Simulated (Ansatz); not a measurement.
Stepwise reaction of `CB([SeH])[SeH]` with water, as a gas-phase model of exchange steps in deposition or etching. ΔE in kJ/mol.

Isolated molecules relaxed with PBE0-D4/def2-TZVP in Ansatz; ΔE leaves out vibrations. CCSD(T)/CBS adds triple-zeta CCSD(T) − MP2 to the extrapolated MP2 energy (def2 sets, frozen cores). This one scheme is used for every species. DFT in def2-TZVPP. B3LYP here is the variant with VWN-RPA as its local correlation; programs differ in this. For Se outer-core shells are correlated without core-valence functions, which leaves a few kJ/mol of doubt a bond. Scalar relativity is left out up to krypton. One conformer a species, not always the lowest.

| step | reaction | PBE-D4 | B3LYP-D4 | ωB97M-V | CCSD(T)/CBS |
| --- | --- | --- | --- | --- | --- |
| 1 | `CB([SeH])[SeH]` + H₂O → `CB(O)[SeH]` + H₂Se | -46.3 | -56.5 | -58.6 | -44.0 |

Task: Give the row of step 2, `CB(O)[SeH]` + H₂O → `CB(O)O` + H₂Se. (Best estimate.)

Result: The calculation gave: 
| step | reaction | PBE-D4 | B3LYP-D4 | ωB97M-V | CCSD(T)/CBS |
| --- | --- | --- | --- | --- | --- |
| 2 | `CB(O)[SeH]` + H₂O → `CB(O)O` + H₂Se | -53.0 | -63.0 | -63.6 | -53.7 |

Task: By hand: ΔE of the 2 steps together at CCSD(T)/CBS.

Result: (-44.0) + (-53.7) = -97.7 kJ/mol, or -48.9 kJ/mol a step.

In ΔE each step is lower than the one before. All are downhill at CCSD(T)/CBS. PBE-D4 differs from CCSD(T)/CBS by -2.3 to 0.7 kJ/mol a step. Isolated molecules leave out the surface, adducts and barriers. Largest T1 diagnostic: 0.012.
